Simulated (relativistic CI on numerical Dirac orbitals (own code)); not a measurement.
# Re5+ (5d2) in a crystal field

Calculated by Dirac-Coulomb-Breit CI, separate exchange-only KLI orbitals for each configuration, a model potential for QED, valence Slater integrals scaled by 0.85, one configuration in a parametric crystal field (own radial code).

Field parameters in Wybourne normalisation: D4h B²₀ = −7Ds, B⁴₀ = 21(Dq − Dt), B⁴₄ = 21√(5/14) Dq. The field is a parameter set, without covalency.

S and J are read from ⟨S²⟩ = S(S + 1) and ⟨J²⟩ = J(J + 1) of each level; they are not fictitious spins.

D4h, 10Dq = 39500, Ds = -1500, Dt = -530 cm⁻¹, the lowest 10 levels:

```
E (cm⁻¹)  Degeneracy  Irrep     S     J
     0.0           1     B1  0.97  2.55
     276           1     B2  0.97  2.63
     859           1     A1  0.96  2.59
     986           2      E  0.96  2.66
    5452           1     A2  1.00  3.28
    6461           2      E  1.00  3.28
    7418           1     A1  0.97  3.47
   14162           1     A1  0.14  3.14
   14406           2      E  0.14  3.20
   16226           1     B2  0.11  3.20
```

D4h, 10Dq = 39500, Ds = 3000, Dt = -530 cm⁻¹, the lowest 16 levels:

```tsv
E (cm⁻¹)	Degeneracy	Irrep	S	J
0.0	1	A1	0.98	2.69
811	2	E	0.99	2.84
7887	1	B1	0.74	2.80
8488	1	B2	0.73	2.73
13116	2	E	0.98	3.12
14226	1	B2	0.51	3.15
14809	1	A1	0.94	3.30
14907	1	B1	0.49	2.96
15179	1	A2	1.00	3.31
20951	1	A1	0.20	3.16
24111	2	E	0.11	3.18
43007	1	A1	0.19	2.95
45784	1	A2	1.00	2.59
46148	1	A1	0.95	2.82
46293	2	E	0.98	2.88
46619	1	B1	1.00	3.04
```

D4h, 10Dq = 39500, Ds = 2590, Dt = -530 cm⁻¹, the lowest 10 levels:

```tsv
E (cm⁻¹)	Degeneracy	Irrep	S	J
0.0	1	A1	0.98	2.68
804	2	E	0.99	2.82
7147	1	B1	0.80	2.75
7720	1	B2	0.80	2.69
12037	2	E	0.98	3.13
13784	1	A1	0.95	3.33
13919	1	B2	0.42	3.18
14044	1	A2	1.00	3.30
14576	1	B1	0.42	3.01
20645	1	A1	0.17	3.15
```

The free-ion ground term has S = 1. Every field shown keeps that spin.

Levels of this model without a field, named by their leading LS term: 3F_2 0, 3F_3 7451, 3F_4 13679, 3P_0 14488, 1D_2 16593, 3P_1 18714, 1G_4 25811, 3P_2 26987 cm⁻¹.
